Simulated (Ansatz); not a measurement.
`O[SiH](O)CCl` and `O[SiH](O)CF` differ in one atom or group.

Ansatz, PBE0-D4/def2-TZVP geometries, multiplicity 1. Each molecule was computed in one conformer, which needn't be the lowest.

```tsv
property	`O[SiH](O)CCl`
HOMO–LUMO gap (B3LYP/def2-TZVPP) / eV	7.65
LUMO energy (ωB97M-V/def2-TZVPP) / eV	1.93
HOMO–LUMO gap (PBE0/def2-TZVPP) / eV	8.16
size of the dipole moment (B3LYP/def2-TZVPP) / D	1.53
HOMO energy (B3LYP/def2-TZVPP) / eV	-7.83
HOMO energy (ωB97M-V/def2-TZVPP) / eV	-10.31
```

Question: Give the same properties after the change, and the shifts. (Estimate.)

Answer: Computed: 
```tsv
property	`O[SiH](O)CF`	shift
HOMO–LUMO gap (B3LYP/def2-TZVPP) / eV	8.11	0.46
LUMO energy (ωB97M-V/def2-TZVPP) / eV	2.07	0.14
HOMO–LUMO gap (PBE0/def2-TZVPP) / eV	8.61	0.45
size of the dipole moment (B3LYP/def2-TZVPP) / D	1.61	0.08
HOMO energy (B3LYP/def2-TZVPP) / eV	-8.04	-0.21
HOMO energy (ωB97M-V/def2-TZVPP) / eV	-10.55	-0.24
```

With PBE0 the HOMO falls by 0.19 eV and the LUMO rises by 0.26 eV, so the gap widens by about 0.45 eV. PBE moves the HOMO by -0.06 eV and ωB97M-V by -0.24 eV. Dipoles are sizes alone; their direction can turn.

B3LYP here is the variant with VWN-RPA as its local correlation; programs differ in this.
